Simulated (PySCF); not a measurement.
Screening by computed properties: pick the candidate that meets the target.

Species are written as SMILES; each is one conformer at its optimised geometry, gas phase, non-relativistic unless stated. Electronic properties by PySCF.

Dipoles, sizes and rotational constants follow the conformer. The torsions of the flexible species, by atom-mapped SMILES:
- `[CH3:1][C:2](=[O:3])/[C:4](=[CH:5]/[C:6]#[N:7])[CH2:8][SiH3:9]`: C1–C2–C4–C5 33°, C2–C4–C8–Si9 -52°
- `[CH2:1]=[CH:2][CH2:3][C@@:4]1([C:5](=[CH2:6])[CH3:7])[CH2:8][SiH2:9]1`: C1–C2–C3–C4 124°, C2–C3–C4–C5 -60°, C3–C4–C5–C6 128°
- `[CH3:1][O:2][SiH2:3][c:4]1[cH:5][cH:6][cH:7][cH:8][n:9]1`: C1–O2–Si3–C4 180°, O2–Si3–C4–C5 2°
- `[CH2:1]=[C:2]([CH3:3])[C:4]1([C:5](=[CH2:6])[CH3:7])[CH2:8][SiH2:9]1`: C1–C2–C4–C5 26°, C2–C4–C5–C6 -105°
- `[SiH3:1][CH2:2][NH:3][Si@@H:4]1[CH2:5][SiH2:6][Si@@H:7]1[PH2:8]`: Si1–C2–N3–Si4 -89°, C2–N3–Si4–C5 -62°, H–P8–Si7–Si6 -47°, H–P8–Si7–Si6 46°
- `[CH:1]#[C:2][CH2:3][C:4](=[O:5])[C:6](=[CH2:7])[SiH2:8][NH2:9]`: C2–C3–C4–O5 130°, C3–C4–C6–C7 -33°, C4–C6–Si8–N9 -171°, H–N9–Si8–C6 52°, H–N9–Si8–C6 -172°
- `[CH3:1][C:2]1=[C:3]([F:4])[SiH2:5][Si@H:6]1[O:7][CH:8]=[O:9]`: Si5–Si6–O7–C8 15°, Si6–O7–C8–O9 -5°

The conformers of `CC[C@@H]1CCC[Si@]1(F)P` aren't listed.

(1) Wanted: HOMO–LUMO gap between 5.8 eV and 6 eV (PBE0/pcSseg-1) and HOMO energy above -6.4 eV (PBE0/pcSseg-1), at GFN2-xTB geometries. Which candidate meets both?
A. `C#CCC(=O)C(=C)[SiH2]N`
B. `CO[SiH2]c1ccccn1`
C. `[C@@]1(C[SiH2]1)(C(=C)C)CC=C`
D. `C=C(C)C1(C(=C)C)C[SiH2]1`
E. `CC(=O)/C(=C/C#N)C[SiH3]`
F. `CC[C@@H]1CCC[Si@]1(F)P`
G. `[SiH3]CN[Si@@H]1C[SiH2][Si@@H]1P`

(2) Wanted: smallest rotational constant above 0.84 GHz (GFN2-xTB) and dipole moment below 3 D (PBE0/pcSseg-1), at GFN2-xTB geometries. Which candidate meets both?
A. `C(=C)([SiH2]N)C(=O)CC#C`
B. `CC(=O)/C(=C/C#N)C[SiH3]`
C. `[SiH3]CN[Si@@H]1C[SiH2][Si@@H]1P`
D. `CC1=C(F)[SiH2][Si@H]1OC=O`
E. `C=CC[C@@]1(C(=C)C)C[SiH2]1`

Answers

(1) D. Computed values:
| species | HOMO–LUMO gap | HOMO energy |
| --- | --- | --- |
| CC(=O)/C(=C/C#N)C[SiH3] | 5.15 eV | -7.91 eV |
| C#CCC(=O)C(=C)[SiH2]N | 5.53 eV | -7.29 eV |
| [SiH3]CN[Si@@H]1C[SiH2][Si@@H]1P | 5.68 eV | -6.56 eV |
| C=C(C)C1(C(=C)C)C[SiH2]1 | 5.92 eV | -6.09 eV |
| [C@@]1(C[SiH2]1)(C(=C)C)CC=C | 6.05 eV | -6.26 eV |
| CO[SiH2]c1ccccn1 | 6.26 eV | -7.14 eV |
| CC[C@@H]1CCC[Si@]1(F)P | 7.41 eV | -7.46 eV |

(2) E. Computed values:
| species | smallest rotational constant | dipole moment |
| --- | --- | --- |
| [SiH3]CN[Si@@H]1C[SiH2][Si@@H]1P | 0.352 GHz | 1.44 D |
| CC(=O)/C(=C/C#N)C[SiH3] | 0.695 GHz | 4.03 D |
| C(=C)([SiH2]N)C(=O)CC#C | 0.752 GHz | 3.18 D |
| CC1=C(F)[SiH2][Si@H]1OC=O | 0.808 GHz | 2.44 D |
| C=CC[C@@]1(C(=C)C)C[SiH2]1 | 0.879 GHz | 0.68 D |
